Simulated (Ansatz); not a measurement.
Molecule: sum formula GaH₂Br, charge 0, multiplicity 1. 
Coordinates optimised at B3LYP-D3(BJ)/def2-TZVP (Ansatz, a quantum-chemistry and plane-wave program):
```xyz
4

Ga    -1.1658     0.1109    -0.0078
Br     1.1370    -0.1082     0.0076
H     -1.6944     1.5759    -0.0015
H     -1.9611    -1.2281    -0.0229
```

Basis-set convergence of Hartree-Fock and CCSD correlation energies (hartree) with Ansatz. Cores are frozen in the correlated levels unless marked. No spin-orbit coupling. The frozen core is the preceding noble-gas configuration, with the filled d and f shells of earlier blocks. No relativistic terms.

| basis | functions | E(HF) | E(corr, CCSD) |
|---|---|---|---|
| cc-pVDZ | 64 | -4496.81241 | -0.20584 |
| cc-pVTZ | 114 | -4496.96262 | -0.26833 |
| cc-pVQZ | 196 | -4496.96917 | -0.29030 |
| cc-pV5Z | 318 | -4496.96985 | -0.29764 |

Extrapolating the two largest sets (X = 4 and 5) as X^-3: E(corr) = (125·(-0.29764) - 64·(-0.29030))/61 = -0.3053 Eh, an estimate of the basis-set limit. The largest set recovers 97.5 % of it, the smallest 67.4 %.
